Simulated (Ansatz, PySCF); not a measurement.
Species: bromine monochloride, BrCl, net charge 0, singlet state. 
Structure (B3LYP-D3(BJ)/def2-TZVP (Ansatz, a first-principles code) minimum search):
SMILES: ClBr
```xyz
2

Cl     0.0000     0.0000    -1.4574
Br     0.0000     0.0000     0.7079
```
Charge 0, spin multiplicity 1.

Quantity: atomisation energy (electronic, to ground-state atoms), in kcal/mol. Valence correlation only, unless marked. UHF or UKS for open shells. Spin-orbit coupling is left out. Frozen are the shells of the preceding noble gas and the d and f shells that filled before the atom's block. No relativistic terms. The coupled-cluster limit lacks core correlation, which all-electron functionals hold. CBS(X,Y): correlation extrapolated as X^-3; Hartree-Fock from the larger set.

```json
[
 {"level": "HF/6-31G*", "program": "Ansatz", "atomisation energy (kcal/mol)": "12.5"},
 {"level": "revPBE-D4/def2-TZVPD", "program": "Ansatz + dftd4", "atomisation energy (kcal/mol)": "58.8"},
 {"level": "r2SCAN/def2-TZVPD", "program": "Ansatz", "atomisation energy (kcal/mol)": "56.6"},
 {"level": "r2SCAN-D4/def2-TZVPD", "program": "Ansatz + dftd4", "atomisation energy (kcal/mol)": "56.7"},
 {"level": "TPSSh-D3(BJ)/def2-TZVPD", "program": "PySCF + dftd3", "atomisation energy (kcal/mol)": "57.3"},
 {"level": "PW6B95-D3(BJ)/def2-TZVPD", "program": "PySCF + dftd3", "atomisation energy (kcal/mol)": "56.8"},
 {"level": "PW6B95-D4/def2-TZVPD", "program": "PySCF + dftd4", "atomisation energy (kcal/mol)": "57.0"}
]
```

Q: Estimate the value at CCSD(T)/CBS(def2-TZVPPD,def2-QZVPPD) as computed with Ansatz.

A: 55.5 kcal/mol, so PW6B95-D4/def2-TZVPD differs from it by 1.5 kcal/mol.
